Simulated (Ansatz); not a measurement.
The same path of CH₄BrGa (7 atoms, charge 0, multiplicity 1) was run twice with different band settings.

These are results of RKS LDA/def2-SVP (Ansatz), not measurements.

Relaxed end points:

```xyz
7
Properties=species:S:1:pos:R:3
Ga -0.752 0.633 0.073
Br -0.722 1.616 2.136
C 0.644 -0.652 -0.280
H 1.295 -0.786 0.607
H -1.923 1.128 -0.835
H 0.197 -1.629 -0.562
H 1.260 -0.309 -1.139
```

```xyz
7
Properties=species:S:1:pos:R:3
Ga -0.791 0.587 0.089
Br -0.480 1.899 1.935
C 0.627 -0.670 -0.282
H 1.029 -1.084 0.665
H -2.125 0.887 -0.670
H 0.287 -1.493 -0.945
H 1.453 -0.127 -0.791
```

Common settings: movable images 7; climbing image yes; spring 5.0 eV/Å²; optimiser quadratic models (default); start path through a guess of the saddle point; iteration limit 60; end points relaxed.

| run | force threshold |
| --- | --- |
| 1 | 0.05 eV/Å |
| 2 | 0.5 eV/Å |

**Question.** What does each run give, and how far can it be trusted?

**Answer.** Run 1: converged after 16 iterations, highest image 0.002 eV above the first end. The highest image is an end point: on this band no image between the ends rises above it.
Run 2: converged after 8 iterations, highest image 0.006 eV above the first end. The threshold of 0.5 eV/Å is loose, so the images may lie well off the minimum-energy path. The top lies less than 8 meV above the higher end, about what the thresholds resolve: the motion is nearly free. The order of the stationary point at the top wasn't checked.
